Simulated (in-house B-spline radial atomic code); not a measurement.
Inner levels of samarium as electrons are removed. A shift is the extra binding of the orbital against the neutral atom ([Xe] 4f5/2(6) 6s2). The density at the nucleus is averaged over the nuclear charge. Computed with a B-spline radial code for spherical atoms: Dirac-Hartree-Fock, jj configuration that fills j = l - 1/2 first, finite nuclei.

A number in brackets counts the electrons of a j subshell.

```csv
ion,configuration,shift of 4p3/2 (eV),shift of 4s1/2 (eV),shift of 3d3/2 (eV),radius of 4p3/2 (bohr),radius of 4s1/2 (bohr),radius of 3d3/2 (bohr),Σ<r²> (bohr²),change of density at nucleus (bohr⁻³)
Sm,[Xe] 4f5/2(6) 6s2,0,0,0,0.62187,0.57958,0.22854,90.125,-
Sm+,[Xe] 4f5/2(6) 6s1,5.8766,5.8633,5.8799,0.62186,0.5796,0.22854,59.834,-9.896
Sm2+,[Xe] 4f5/2(6),12.966,12.927,12.98,0.62184,0.57964,0.22854,40.264,-29.934
Sm3+,[Xe] 4f5/2(5),32.401,32.53,32.742,0.62006,0.57849,0.22852,36.187,6.01
Sm4+,[Xe] 4f5/2(4),54.362,54.731,55.446,0.61767,0.57695,0.22849,32.974,50.153
Sm5+,[Xe] 4f5/2(3),78.385,79.058,80.67,0.61479,0.57506,0.22843,30.313,101.08
Sm6+,[Kr] 4d10 4f5/2(4) 5s2 5p1/2(2) 5p3/2(2),87.142,87.794,89.257,0.61818,0.57679,0.22846,26.157,100.97
```
